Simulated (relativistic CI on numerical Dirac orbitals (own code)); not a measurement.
Os V: from the plainest model towards the measured levels

Calculated with a relativistic CI code on KLI orbitals (one set per configuration, finite nucleus), adding one ingredient at a time: step 1, Dirac-Coulomb, each configuration alone; step 2, with Breit and QED terms; step 3, with configuration mixing; step 4, with scaled Slater integrals (0.85); step 5, with a P86 correlation estimate; step 6, tied to the ionisation limit. P86 is a density functional for the correlation energy, evaluated here for each configuration and added to its levels. Step 6 is semi-empirical: configurations made of the next ion and one excited electron move by -6892 cm⁻¹, so that their limit matches the tabulated ionisation energy, and those with a non-penetrating f or g electron also take the P86 value of the least penetrating other one.

Configuration list (outside the closed core [Kr] 4d10 4f14 5s2): 5p6 5d4, 5p6 5d3 6s, 5p6 5d3 6p, 5p6 5d3 5f, 5p6 5d2 6s 6p, 5p6 5d3 7s, 5p6 5d3 6d, 5p5 5d5, 5p6 5d3 7p, 5p6 5d3 7d, 5p6 5d3 6f, 5p6 5d2 5f 6s, 5p6 5d2 6s2, 5p6 5d 6s2 6p, 5p6 5d 5f 6s2, 5p6 5d 6s2 7s, 5p6 5d 6s2 6d, 5p6 5d2 5f2, 5p6 5d 5f2 6s, 5p6 5d 5f2 6p, 5p6 5d 5f3, 5p6 5d 5f2 7s, 5p6 5d 5f2 6d, 5p6 5d2 6p2, 5p6 5d 6s 6p2, 5p6 5d 6p3, 5p6 5d 5f 6p2, 5p6 5d 6p2 7s, 5p6 5d 6p2 6d.

Computed minus measured energy above the ground level, in cm⁻¹, for 15 of the 29 excited levels that pair in every step (one J of a term; a digit in brackets numbers repeated terms):

| Configuration | Term | J | Measured | Step 1 | Step 2 | Step 3 | Step 4 | Step 5 | Step 6 |
| --- | --- | --- | --- | --- | --- | --- | --- | --- | --- |
| 5p6 5d4 | 5D | 1 | 4311 | -1124 | -1267 | -1018 | -560 | -568 | -557 |
| 5p6 5d4 | 3H | 4 | 20374 | 1148 | 951 | 1343 | -593 | -603 | -593 |
| 5p6 5d4 | 3G | 3 | 23942 | 2141 | 1914 | 1639 | -598 | -589 | -606 |
| 5p6 5d4 | 3P | 1 | 24680 | 2432 | 2127 | 283 | -1125 | -1071 | -1161 |
| 5p6 5d4 | 3F | 3 | 32172 | 2932 | 2517 | 1903 | -615 | -592 | -636 |
| 5p6 5d4 | 3D | 1 | 38536 | 3065 | 2617 | 1993 | -1025 | -1004 | -1040 |
| 5p6 5d4 | 1I | 6 | 39284 | 1371 | 853 | 1726 | -1315 | -1334 | -1316 |
| 5p6 5d4 | 1F | 3 | 46549 | 5257 | 4807 | 3459 | -900 | -859 | -929 |
| 5p6 5d3 6s | 5F | 1 | 71190 | -486 | 30 | 1209 | 1140 | 5069 | -1782 |
| 5p6 5d3 6s | 5P | 1 | 87332 | 1723 | 2113 | 2824 | 967 | 4898 | -1931 |
| 5p6 5d3 6s | 3F | 2 | 89239 | 2575 | 2981 | 3576 | 1170 | 5073 | -1671 |
| 5p6 5d3 6s | 3H | 6 | 104991 | 2401 | 2541 | 3584 | 398 | 4331 | -2518 |
| 5p6 5d3 6s | 3D | 3 | 108079 | 2803 | 2925 | 3720 | 343 | 4267 | -2545 |
| 5p6 5d3 6s | 1H | 5 | 112648 | 4168 | 4280 | 4454 | 396 | 4341 | -2504 |
| 5p6 5d3 6s | 1F | 3 | 120656 | 6544 | 6786 | 7665 | 1002 | 4904 | -1837 |

Mean absolute errors in cm⁻¹, over all paired levels and for the configurations:

```csv
"Configuration, levels",Step 1,Step 2,Step 3,Step 4,Step 5,Step 6
"all, 29",2439,2317,2312,837,2591,1515
"5p6 5d4, 16",2494,2259,1833,945,934,954
"5p6 5d3 6s, 13",2372,2388,2902,704,4631,2205
```

Measured levels: measured levels as listed in Palmeri et al., Atoms 14, 22 (2026).

The mean absolute error is lowest at step 4 (837 cm⁻¹), and the largest single drop is from step 3 to 4 (2312 to 837). Terms of the ground configuration are off by 2494 at first, 1833 with mixing and 945 after scaling, which stands in for the correlation that narrows term splittings. The Breit and QED terms change the top of the ground term (measured 12966) from 12008 to 11680. Mixing lowers the ground level by 1835; relative to it the configurations that move most are 5p6 5d3 6s by +848. The P86 estimate moves 5p6 5d3 6s by +3927, and takes the mean absolute error of the excited configurations from 704 to 4631; it adds to levels that were already too high. Step 6 takes that error from 4631 to 2205; the error more than halves for 5p6 5d3 6s.
